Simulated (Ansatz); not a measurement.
Reaction (cleavage of the Si–Si bond): `[SiH3][SiH2][SiH2][SiH3]` + `N[SiH](N)N` → `N[SiH](N)N[SiH3]` + trisilane

Gas-phase electronic energies from Ansatz, PBE0-D4/def2-TZVP geometries. CBS: MP2 limit from def2 TZ/QZ plus the TZ coupled-cluster correction, frozen cores. Each species was taken in one conformer, which may not be the lowest.

```
                   species  SCS-MP2/def2-TZVPP energy (Eh)
`[SiH3][SiH2][SiH2][SiH3]`                     -1162.13175
              `N[SiH](N)N`                      -457.32217
        `N[SiH](N)N[SiH3]`                      -747.58291
      `[SiH3][SiH2][SiH3]`                      -871.89279
```

Work out ΔE.

ΔE = (-747.58291) + (-871.89279) − (-1162.13175) − (-457.32217) = -0.02178 Eh = -57.2 kJ/mol. CCSD(T)/CBS gives -46.1 kJ/mol.

Largest T1 diagnostic among the species: 0.014.

In def2-TZVPP, CCSD(T) changes the Hartree–Fock value by +16.2 kJ/mol (the triples alone add +2.2 kJ/mol) and MP2 by +10.5 kJ/mol. From PBE to PBE0 (25 % exact exchange), in def2-TZVPP and without D4, ΔE moves by −5.9 kJ/mol.
